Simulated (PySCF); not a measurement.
Match the calculated data to a structure.

All candidates are C3H5F3S.

| technique | computed result |
| --- | --- |
| UV, first state | lowest singlet excitation: 5.56 eV (223 nm, f = 0.005) [TDDFT PBE0/def2-SVPD] |
| Rotational structure | rotational constants A, B, C: 4.949, 0.941, 0.932 GHz [GFN2-xTB] |
| 13C NMR | chemical shifts (computed TMS as zero) by class: 133.8 (1 C), 45.8 (1 C), 24.8 (1 C) ppm [GIAO PBE0/pcSseg-1] |
| 1H NMR | chemical shifts (computed TMS as zero) by class: 2.67 (2 H), 2.25 (2 H), 1.56 (1 H) ppm [GIAO PBE0/pcSseg-1] |
| Polarisability | 61.1 au [PBE0/def2-SVPD] |
| Dipole | 1.26 D [PBE0/def2-SVPD] |
| Triplet | lowest triplet excitation (Tamm–Dancoff): 5.10 eV [TDA PBE0/def2-SVPD] |

Gas-phase values; electronic properties from PySCF, density fitting. Levels stand in brackets. Geometry: GFN2-xTB, one conformer, isolated molecule. NMR classes are plain means over equivalent atoms (diastereotopic ones count apart unless rotation or inversion swaps them), as if these changed places fast.

Problem. Which candidate is it?
A. `CCSC(F)(F)F`
B. `FC(F)(F)CCS`
C. `CSCC(F)(F)F`

Solution. B. It is `FC(F)(F)CCS`. Numbering: `[F:1][C:2]([F:3])([F:4])[CH2:5][CH2:6][SH:7]`. Its formula, C3H5F3S, gives 0 degrees of unsaturation, so no ring and no π bond. 3 carbons fall into 3 classes; from least to most shielded: CF3 carbon [C2] (133.8 ppm), chain CH2 carbon [C5] (45.8 ppm), sp3 carbon bound to sulfur [C6] (24.8 ppm). Hydrogen classes from least to most shielded: 2 H on an sp3 carbon bound to sulfur, C6 (2.67 ppm, a mean of values up to 0.6 ppm apart in this geometry), 2 H on a chain CH2 carbon, C5 (2.25 ppm), 1 H on a thiol sulfur, S7 (1.56 ppm). By its constants the optimised geometry is a nearly prolate symmetric top.

The others, at the same levels:
- `CSCC(F)(F)F` fails: its computed 1H shifts are 2.89 (2 H), 2.27 (3 H) ppm, rotational constant A is 3.905 GHz (against 4.949 GHz) and smallest rotational constant is 1.277 GHz (against 0.932 GHz).
- `CCSC(F)(F)F` fails: its computed 13C shifts are 142.5 (1 C), 33.2 (1 C), 12.8 (1 C) ppm, 1H shifts are 3.20 (2 H), 1.40 (3 H) ppm and rotational constant A is 4.277 GHz (against 4.949 GHz).

Each candidate is one conformer, not necessarily the lowest. The conformers computed, where there is a choice (atom-mapped SMILES and torsion angles):
- `[F:1][C:2]([F:3])([F:4])[CH2:5][CH2:6][SH:7]`: F1–C2–C5–C6 180°, C2–C5–C6–S7 -179°, H–S7–C6–C5 -67°
- `[CH3:1][S:2][CH2:3][C:4]([F:5])([F:6])[F:7]`: C1–S2–C3–C4 -81°, S2–C3–C4–F5 -176°
- `[CH3:1][CH2:2][S:3][C:4]([F:5])([F:6])[F:7]`: C1–C2–S3–C4 180°, C2–S3–C4–F5 -60°
